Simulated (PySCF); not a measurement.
Vertical excitations of a molecule C2H5ClFNSi from TDA-PBE/def2-SVPD (PySCF 2.14.0), as energy in eV (oscillator strength): 4.13 (0.005), 5.47 (0.005), 5.83 (0.036), 5.95 (0.020), 6.30 (0.056), 6.38 (0.023), 6.51 (0.018), 6.81 (0.022), 6.89 (0.039), 6.98 (0.065). Lowest triplet (TDA): 3.28 eV. Geometry: PBE0-D3(BJ)/def2-SVP. One conformer was computed; it need not be the lowest.

Task: Identify the compound among the candidates.
(A) C/N=C/[Si@H](F)Cl
(B) C/C=N/[Si@@H](F)Cl
(C) FC/N=C/[SiH2]Cl
(D) N[Si@H](Cl)/C=C/F

Result: A, C/N=C/[Si@H](F)Cl
